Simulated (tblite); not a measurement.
Compound: C7H11Ga.
Bonds: C1–C2 (double), C2–C3, C2–C4, C4–Ga5, C4–C6 (double), C6–C7, C7–C8, C6–C8. Hydrogens: H9, H10 on C1; H11, H12, H13 on C3; H14, H15 on Ga5; H16, H17 on C7; H18, H19 on C8.

Computed with GFN2-xTB (tblite), gas phase: L-BFGS steps from a force-field or distance-geometry start until the largest atomic force falls under 0.01 eV/Å.

Step 25: E = -589.7167 eV
```
atom  x, y, z in Å  |  force x, y, z in eV/Å
C1      0.1476   -2.3698    1.0037    0.036   0.015   0.003
C2     -0.2470   -1.3377    0.2622    0.013   0.012   0.003
C3     -1.3995   -1.4575   -0.6913    0.049  -0.025   0.009
C4      0.4492   -0.0434    0.3547   -0.038   0.001  -0.009
Ga5     1.9004    0.2331    1.7462   -0.053  -0.018   0.012
C6      0.1007    0.9950   -0.3961   -0.012   0.014   0.022
C7     -0.7751    1.6400   -1.3790    0.029   0.091  -0.018
C8      0.3468    2.4098   -0.6969   -0.021  -0.005  -0.011
H9      0.9945   -2.2844    1.6831    0.043   0.060   0.045
H10    -0.3328   -3.3319    0.9640   -0.016  -0.025   0.004
H11    -2.1914   -0.7641   -0.4274   -0.045   0.081   0.073
H12    -1.0728   -1.2151   -1.6975    0.034   0.005  -0.099
H13    -1.8021   -2.4656   -0.6832   -0.005  -0.054   0.006
H14     3.4668    0.2198    1.4848   -0.032  -0.021  -0.020
H15     1.5649    0.6702    3.2415    0.010  -0.054  -0.050
H16    -0.6658    1.4302   -2.4355   -0.004  -0.077   0.056
H17    -1.7957    1.8532   -1.0858    0.036   0.031  -0.039
H18     0.0869    3.1624    0.0398    0.029  -0.050  -0.028
H19     1.2147    2.6652   -1.2948   -0.054   0.020   0.040
```

Step 26: E = -589.7188 eV
```
atom  x, y, z in Å  |  force x, y, z in eV/Å
C1      0.1526   -2.3667    1.0047    0.017   0.019   0.008
C2     -0.2495   -1.3358    0.2643    0.018   0.018   0.008
C3     -1.4009   -1.4618   -0.6914    0.062  -0.016   0.044
C4      0.4420   -0.0382    0.3580   -0.026  -0.022  -0.022
Ga5     1.8979    0.2291    1.7440   -0.083  -0.010   0.041
C6      0.0991    0.9998   -0.3959   -0.027  -0.018   0.022
C7     -0.7735    1.6463   -1.3806    0.017   0.063  -0.022
C8      0.3492    2.4133   -0.6965   -0.047  -0.002  -0.029
H9      0.9980   -2.2767    1.6884    0.001   0.054   0.004
H10    -0.3245   -3.3317    0.9633    0.010   0.004   0.010
H11    -2.1972   -0.7716   -0.4310   -0.028   0.093   0.074
H12    -1.0715   -1.2189   -1.6975    0.014  -0.025  -0.075
H13    -1.8020   -2.4707   -0.6754    0.014  -0.046  -0.030
H14     3.4593    0.2109    1.4791    0.003  -0.020  -0.024
H15     1.5652    0.6590    3.2429    0.016  -0.056  -0.056
H16    -0.6645    1.4325   -2.4362    0.015  -0.069   0.046
H17    -1.7962    1.8569   -1.0928    0.042   0.048  -0.018
H18     0.0897    3.1657    0.0399    0.026  -0.036  -0.021
H19     1.2169    2.6676   -1.2947   -0.045   0.020   0.042
```

Step 27: E = -589.7205 eV
```
atom  x, y, z in Å  |  force x, y, z in eV/Å
C1      0.1573   -2.3638    1.0057   -0.004   0.021   0.012
C2     -0.2513   -1.3339    0.2663    0.012   0.012   0.005
C3     -1.4015   -1.4657   -0.6912    0.040   0.003   0.048
C4      0.4353   -0.0338    0.3605   -0.008  -0.031  -0.027
Ga5     1.8938    0.2254    1.7430   -0.081  -0.008   0.048
C6      0.0971    1.0039   -0.3957   -0.043  -0.033   0.013
C7     -0.7719    1.6529   -1.3825   -0.004   0.010  -0.019
C8      0.3506    2.4163   -0.6966   -0.049   0.000  -0.029
H9      1.0011   -2.2690    1.6928   -0.030   0.045  -0.028
H10    -0.3173   -3.3312    0.9631    0.035   0.031   0.016
H11    -2.2021   -0.7770   -0.4328    0.019   0.070   0.058
H12    -1.0705   -1.2231   -1.6987   -0.012  -0.051  -0.020
H13    -1.8014   -2.4760   -0.6691    0.035  -0.016  -0.055
H14     3.4527    0.2028    1.4739    0.016  -0.019  -0.026
H15     1.5665    0.6483    3.2436    0.015  -0.052  -0.046
H16    -0.6632    1.4335   -2.4362    0.034  -0.059   0.018
H17    -1.7957    1.8615   -1.0993    0.029   0.065   0.003
H18     0.0926    3.1678    0.0396    0.012  -0.007   0.001
H19     1.2181    2.6701   -1.2939   -0.017   0.019   0.028
```

Question: Estimate the geometry and energy of step 28. (The exact step hangs on the optimiser's Hessian estimate; all steps are aligned on step 27, rigid shifts and turns removed.)

Answer: E = -589.7220 eV, largest force 0.084 eV/Å
```
atom  x, y, z in Å  |  force x, y, z in eV/Å
C1      0.1610   -2.3611    1.0066   -0.020   0.020   0.015
C2     -0.2524   -1.3324    0.2678    0.001   0.000  -0.004
C3     -1.4015   -1.4688   -0.6905    0.002   0.020   0.029
C4      0.4296   -0.0306    0.3620    0.011  -0.025  -0.025
Ga5     1.8885    0.2223    1.7431   -0.051  -0.010   0.034
C6      0.0944    1.0068   -0.3956   -0.050  -0.028  -0.001
C7     -0.7707    1.6586   -1.3844   -0.026  -0.043  -0.012
C8      0.3510    2.4186   -0.6973   -0.032   0.000  -0.014
H9      1.0033   -2.2618    1.6959   -0.041   0.036  -0.040
H10    -0.3111   -3.3301    0.9633    0.049   0.042   0.020
H11    -2.2052   -0.7803   -0.4329    0.067   0.034   0.037
H12    -1.0701   -1.2276   -1.7001   -0.033  -0.063   0.036
H13    -1.8001   -2.4807   -0.6650    0.049   0.017  -0.064
H14     3.4475    0.1959    1.4696    0.009  -0.018  -0.024
H15     1.5686    0.6386    3.2436    0.008  -0.044  -0.021
H16    -0.6617    1.4331   -2.4359    0.046  -0.048  -0.014
H17    -1.7947    1.8669   -1.1047    0.005   0.077   0.017
H18     0.0952    3.1691    0.0394   -0.007   0.019   0.021
H19     1.2185    2.6726   -1.2926    0.012   0.015   0.012
```

The energy changes by -0.0015 eV. The first-order estimate −F·Δx gives -0.0021 eV and the mean of the old and new forces, exact on a quadratic surface, -0.0015 eV. The step makes an angle of 71° with the force vector and moves no atom by more than 0.010 Å.

What follows is the cost of the whole relaxation. On one thread, Arm Neoverse N1 (aarch64), no GPU (shared host), this took 1.8 s.
